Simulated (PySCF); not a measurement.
# Correlation energy of Sb⁺ (antimony, charge +1)

[Kr] 4d10 5s2 5p2, high-spin 3P determinant. Calculation: PySCF 2.14, in cc-pVTZ-PP with ECP28MDF; a scalar-relativistic core potential. Frozen: 4s2 4p6 4d10; 4 electrons correlated.

MP2 pair energies summed by pair of shells (mhartree):

```tsv
pair	energy	share (%)
5s-5p	-28.14	61.8
5s-5s	-13.01	28.6
5p-5p	-4.40	9.7
```

Total MP2 correlation energy: -45.55 mhartree.

Same-spin part -7.57 and opposite-spin part -37.97 mhartree; SCS-MP2 scales them by 1/3 and 6/5 to -48.09 mhartree.

```
  level  correlation energy (mhartree)
   CCSD                         -58.85
    (T)                          -1.40
CCSD(T)                         -60.25
```

Diagnostics: T1 = 0.0075, D1 = 0.0199, largest double amplitude 0.092.

Cost of the coupled-cluster step: 0.31 s of wall time on 1 thread of Neoverse-V2 (shared host), for 4 correlated electrons.

Iterations:

```
CC2 = 0
CCSD nocc = (np.int64(3), np.int64(1)), nmo = (30, 30)
frozen orbitals [[0, 1, 2, 3, 4, 5, 6, 7, 8], [0, 1, 2, 3, 4, 5, 6, 7, 8]]
max_cycle = 100
direct = 0
conv_tol = 1e-08
conv_tol_normt = 1e-06
diis_space = 8
diis_start_cycle = 0
Init t2, MP2 energy = -0.0455481831774087
Init E_corr(UCCSD) = -0.0455481831854269
cycle = 1  E_corr(UCCSD) = -0.0550887733863336  dE = -0.0095405902  norm(t1,t2) = 0.0428778
cycle = 2  E_corr(UCCSD) = -0.0575257085184743  dE = -0.00243693513  norm(t1,t2) = 0.0155675
cycle = 3  E_corr(UCCSD) = -0.0588607252466348  dE = -0.00133501673  norm(t1,t2) = 0.00684671
cycle = 4  E_corr(UCCSD) = -0.0588473804628381  dE = 1.33447838e-05  norm(t1,t2) = 0.00115451
cycle = 5  E_corr(UCCSD) = -0.0588537904653166  dE = -6.41000248e-06  norm(t1,t2) = 0.000156046
cycle = 6  E_corr(UCCSD) = -0.0588523646850218  dE = 1.42578029e-06  norm(t1,t2) = 3.0291e-05
cycle = 7  E_corr(UCCSD) = -0.0588530674804395  dE = -7.02795418e-07  norm(t1,t2) = 4.43217e-06
cycle = 8  E_corr(UCCSD) = -0.0588528636064118  dE = 2.03874028e-07  norm(t1,t2) = 8.68823e-07
cycle = 9  E_corr(UCCSD) = -0.0588528900235805  dE = -2.64171687e-08  norm(t1,t2) = 1.70365e-07
cycle = 10  E_corr(UCCSD) = -0.0588528914846477  dE = -1.46106719e-09  norm(t1,t2) = 3.31572e-08
UCCSD converged
E(UCCSD) = -239.0206904228538  E_corr = -0.05885289148464771
UCCSD(T) correction = -0.00140056158092729
```
